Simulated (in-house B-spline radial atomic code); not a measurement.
A fraction x of an electron is removed from 3d in neutral chromium, starting from [Ar] 3d5 4s1 and keeping the highest spin. All numbers are computed (non-relativistic LDA PW92, spin-polarised, spherical fractional occupations; point nucleus) with a radial B-spline atomic code at the basis-set limit, not measured.

```json
{"x": "0", "E(x) - E(0) (eV)": "0.0000", "3d up level (eV)": "-3.979"}
{"x": "0.02", "E(x) - E(0) (eV)": "0.0814", "3d up level (eV)": "-4.166"}
{"x": "0.2", "E(x) - E(0) (eV)": "0.9880", "3d up level (eV)": "-5.932"}
{"x": "0.26", "E(x) - E(0) (eV)": "?", "3d up level (eV)": "?"}
{"x": "0.4", "E(x) - E(0) (eV)": "2.3848", "3d up level (eV)": "-8.064"}
{"x": "0.5", "E(x) - E(0) (eV)": "3.2473", "3d up level (eV)": "-9.193"}
{"x": "0.57", "E(x) - E(0) (eV)": "3.9192", "3d up level (eV)": "-10.007"}
{"x": "0.65", "E(x) - E(0) (eV)": "?", "3d up level (eV)": "?"}
{"x": "0.8", "E(x) - E(0) (eV)": "6.5398", "3d up level (eV)": "-12.813"}
{"x": "0.96", "E(x) - E(0) (eV)": "8.7538", "3d up level (eV)": "-14.878"}
{"x": "1", "E(x) - E(0) (eV)": "9.3595", "3d up level (eV)": "-15.408"}
```

(1) What belongs in the row x = 0.26?

(2) What belongs in the row x = 0.65?

(3) Check Janak's theorem between x = 0.02 and 0.2.

## Answers

(1) An energy change of 1.3625 eV; 3d up at -6.554 eV.

(2) An energy change of 4.7578 eV; 3d up at -10.961 eV.

(3) The slope of the energy is 5.04 eV; the orbital levels give 5.05 eV (-ε of the emptying orbital, averaged over the two points).
